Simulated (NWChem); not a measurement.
System: hexafluoroethane (C2F6); SMILES FC(F)(F)C(F)(F)F

```xyz
8

F      0.8980    -0.8632     1.2185
C      0.0000     0.0000     0.7710
F      0.2986     1.2093     1.2185
F     -1.1966    -0.3461     1.2185
C      0.0000     0.0000    -0.7710
F      1.1946     0.3530    -1.2185
F     -0.2916    -1.2110    -1.2185
F     -0.9030     0.8581    -1.2185
```
Atoms are numbered in this order, from 1.

Computed with NWChem. Pople sets run with spherical d functions. STO-3G and 3-21G are far too small for this property and stand as cheap habits. Coordinates come from a PBE0/def2-SVP optimisation. Vertical excitations in the gas phase; the lowest state need not have the same character in each row.

### Question
Taking PBE/6-31+G*, TDA as the yardstick, which of these has the fewest basis functions while keeping “lowest excitation, singlet (eV)” within 0.2 eV of it: PBE/3-21G, TDA; PBE/6-31G*, TDA; PBE/def2-SVP, TDA?

### Answer
none of them.
```tsv
level	basis functions	lowest excitation, singlet (eV)	relative time (rough)
PBE/3-21G, TDA	72	10.84	1
PBE/6-31G*, TDA	112	11.07	4
PBE/def2-SVP, TDA	112	11.14	3
PBE/6-31+G*, TDA	144	9.56	6
```

The yardstick is one finite set, not the basis-set limit.
